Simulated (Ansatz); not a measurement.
`O[SiH](F)[SiH2]Br` + `C[SeH]` → `C[Se][SiH](O)F` + `[SiH3]Br`  (cleavage of the Si–Si bond)

Gas-phase electronic energies from Ansatz, PBE0-D4/def2-TZVP geometries. CBS: MP2 limit from def2 TZ/QZ plus the TZ coupled-cluster correction, frozen cores. DFT in def2-TZVPP. B3LYP here is the variant with VWN-RPA as its local correlation; programs differ in this. For Br, Se outer-core shells are correlated without core-valence functions, which leaves a few kJ/mol of doubt a bond. Scalar relativity is left out up to krypton. One conformer a species, not always the lowest.

`O[SiH](F)[SiH2]Br`:

Cartesian coordinates in Å:
```
O 0.721 0.979 1.566
Si -0.010 -0.384 1.051
F 0.970 -1.644 1.149
Si -0.555 -0.124 -1.221
Br 1.114 1.140 -2.024
H 1.307 1.423 0.947
H -1.141 -0.634 1.970
H -0.587 -1.382 -2.005
H -1.818 0.626 -1.435
```

`C[SeH]`:

Cartesian coordinates in Å:
```
C 0.462 0.117 0.266
Se -1.335 0.478 -0.395
H 0.457 -0.736 0.941
H 0.765 1.008 0.814
H 1.149 -0.047 -0.562
H -1.498 -0.819 -1.064
```

`C[Se][SiH](O)F`:

Z-matrix (Å, degrees):
```
C
Se 1 1.962
H 1 1.088 2 106.1
H 1 1.087 2 110.5 3 118.9
H 1 1.088 2 110.3 3 -118.5
Si 2 2.254 1 95.1 3 -179.1
F 6 1.594 2 104.9 1 -178.3
O 6 1.630 2 112.9 1 60.7
H 6 1.475 2 114.0 1 -59.0
H 8 0.960 6 117.4 2 47.6
```

`[SiH3]Br`:

Z-matrix (Å, degrees):
```
Si
Br 1 2.219
H 1 1.480 2 108.4
H 1 1.481 2 108.4 3 -120.0
H 1 1.481 2 108.4 3 120.0
```

```csv
level,ΔE (eV)
B3LYP-D4,-0.74
ωB97X-V,-0.76
PBE,-0.67
PBE0,-0.72
SCS-MP2/def2-TZVPP,-0.86
CCSD/def2-TZVPP,-0.79
CCSD(T)/def2-TZVPP,-0.79
SCS-MP2/def2-QZVPP,-0.87
```

What does CCSD(T)/CBS give? (Estimate.)

The calculation gave: -0.81 eV. The listed levels differ from it by 0.07, 0.05, 0.14, 0.09, -0.05, 0.02, 0.02, -0.06 eV.

Largest T1 diagnostic among the species: 0.011.

From PBE to PBE0 (25 % exact exchange), in def2-TZVPP and without D4, ΔE moves by −0.05 eV.
